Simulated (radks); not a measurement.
Mo II, 41 electrons, occupied as [Kr] 4d5. Calculated with a radial shooting solver on a logarithmic mesh with Libxc functionals: scalar-relativistic Kohn-Sham, SCAN, spin-polarised, spherical densities, finite nucleus; open shells are filled with parallel spins first (spin-orbit coupling, left out, can overturn this in heavy ions); meta-GGA in the generalised Kohn-Sham scheme; Fermi nuclear charge, rms radius 4.4091 fm.

Normalised radial functions P(r) = r R(r), r in bohr:

```
   r/bohr * 3d up, o 3d down, + 4p down (the largest magnitude, 1.57, reaches the edge; | marks zero, & curves that meet)
 0.004369                             &
 0.005827                             &
 0.007772                             &
  0.01037                             &+
  0.01372                             &+
  0.01829                             &+
   0.0244                             & +
  0.03254                             |& +
   0.0434                             |&  +
  0.05789                             |  & +
  0.07721                             |    &+
    0.103                             |    +   &
   0.1374                             | +           &
   0.1832                           + |                   &
   0.2443                      +      |                        &
   0.3259                    +        |                          &
   0.4346                        +    |                       &
   0.5797                             |   +             &
   0.7732                             |         &  +
    1.031                             |   &             +
    1.364                             |&             +
     1.82                             &        +
    2.427                             &   +
    3.237                             &+
    4.318                             &
    5.759                             &
    7.681                             &
    10.24                             &
```

3d up: eigenvalue -229.74 eV, 0 radial nodes, <r> = 0.415 bohr, 90 % of the charge inside 0.663 bohr. 3d down: eigenvalue -229.17 eV, 0 radial nodes, <r> = 0.415 bohr, 90 % of the charge inside 0.663 bohr. 4p down: eigenvalue -43.678 eV, 2 radial nodes at r = 0.160, 0.523 bohr, <r> = 1.23 bohr, 90 % of the charge inside 1.83 bohr.
